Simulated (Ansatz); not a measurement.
Isolated molecules relaxed with PBE0-D4/def2-TZVP in Ansatz; ΔE leaves out vibrations. CCSD(T)/CBS is the MP2 limit (def2-TZVPP, def2-QZVPP) plus CCSD(T) − MP2 in def2-TZVPP, frozen cores. This one scheme is used for every species. Functionals use def2-TZVPP. One conformer a species, not always the lowest.

`F[SiH]1C=N1` + `N=C[SiH3]` → `N=C[SiH]1C=N1` + `F[SiH3]`  (redistribution)

`F[SiH]1C=N1`:

Z-matrix (Å, degrees):
```
Si
C 1 1.754
N 1 1.756 2 43.2
F 1 1.587 2 122.5 3 -99.1
H 1 1.466 2 127.2 3 98.9
H 2 1.091 1 163.6 3 174.4
```

`N=C[SiH3]`:

Cartesian coordinates in Å:
```
N 0.907 0.377 -1.402
C 0.764 0.086 -0.175
Si -0.968 -0.179 0.528
H 1.894 0.492 -1.648
H 1.626 -0.019 0.504
H -1.194 0.790 1.635
H -1.053 -1.550 1.100
H -1.976 0.004 -0.541
```

`N=C[SiH]1C=N1`:

Cartesian coordinates in Å:
```
N 0.028 2.123 0.715
C 0.512 0.990 0.405
Si -0.630 -0.270 -0.358
C -0.222 -2.007 -0.341
N 0.114 -1.491 -1.454
H 0.733 2.738 1.128
H 1.565 0.719 0.567
H -1.978 0.238 -0.664
H -0.123 -3.039 0.001
```

`F[SiH3]`:

Z-matrix (Å, degrees):
```
Si
F 1 1.600
H 1 1.482 2 108.3
H 1 1.482 2 108.3 3 -120.0
H 1 1.482 2 108.3 3 120.0
```

```tsv
level	ΔE (kJ/mol)	difference from CCSD(T)/CBS
LDA (SPW92)	-9.6	-1.6
PBE0-D4	-8.4	-0.4
ωB97M-V	-5.3	2.7
RPA@PBE/def2-TZVPP	-8.8	-0.8
MP2/def2-SVP	-12.0	-4.0
CCSD/def2-SVP	-9.3	-1.3
CCSD(T)/def2-SVP	-11.2	-3.2
HF/def2-TZVPP	-3.0	5.0
CCSD/def2-TZVPP	-6.5	1.5
HF/CBS(def2)	-3.1	4.9
CCSD(T)/CBS	-8.0	0
```

What do rigid-rotor, harmonic-oscillator terms from PBE0-D4/def2-TZVP frequencies (298.15 K, 1 bar) make of the CCSD(T)/CBS value? (An estimate is asked.)

Computed: ΔZPE = +0.4 kJ/mol, ΔH = -7.4 kJ/mol, ΔS = -12 J/(mol·K), ΔG = -3.9 kJ/mol.

Largest T1 diagnostic among the species: 0.016.

From PBE to PBE0 (25 % exact exchange), in def2-TZVPP and without D4, ΔE moves by +3.7 kJ/mol. In def2-TZVPP, CCSD(T) changes the Hartree–Fock value by −5.7 kJ/mol (the triples alone add −2.2 kJ/mol) and MP2 by −7.8 kJ/mol.
